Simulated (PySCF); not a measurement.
C₆ coefficients of unlike pairs at wB97M-V

Calculated with PySCF 2.14 from the dipole response of each species, C₆(A,B) = (3/π) ∫ α_A(iu) α_B(iu) du, in atomic units, from isotropic polarisabilities. For ions this is the dispersion term alone; charge-induced terms of lower order in 1/R come first.

| species | configuration | basis | relativity | α (bohr³) | C₆ (like pair) |
| --- | --- | --- | --- | --- | --- |
| Se⁺ | [Ar] 3d10 4s2 4p3 (4S) | aug-cc-pVTZ-PP with ECP10MDF (6s5p4d2f) | core potential | 14.32 | 86.39 |
| Si³⁺ | [Ne] 3s1 (2S) | aug-cc-pVTZ-DK (6s5p3d2f) | spin-free X2C | 7.227 | 13.47 |
| Rb⁺ | [Kr] (1S) | aug-cc-pwCVTZ-X2C with one added diffuse shell each of s, p, d, f type (11s10p8d4f) | spin-free X2C | 9.374 | 55.68 |
| C²⁺ | [He] 2s2 (1S) | aug-cc-pCVTZ-DK (7s6p4d2f) | spin-free X2C | 4.260 | 6.536 |

(1) Estimate C₆ for C²⁺ with Se⁺.

No spin-orbit coupling is included.

The other pairs:

```csv
pair,C₆
"C²⁺, Rb⁺",18.45
"Rb⁺, Si³⁺",25.00
"C²⁺, Si³⁺",9.248
"Rb⁺, Se⁺",68.07
"Si³⁺, Se⁺",33.14
```

Results:

(1) The integral gives 23.70. The combination rule 2 C_A C_B / (C_A α_B/α_A + C_B α_A/α_B) gives 23.69 and the geometric mean 23.76.
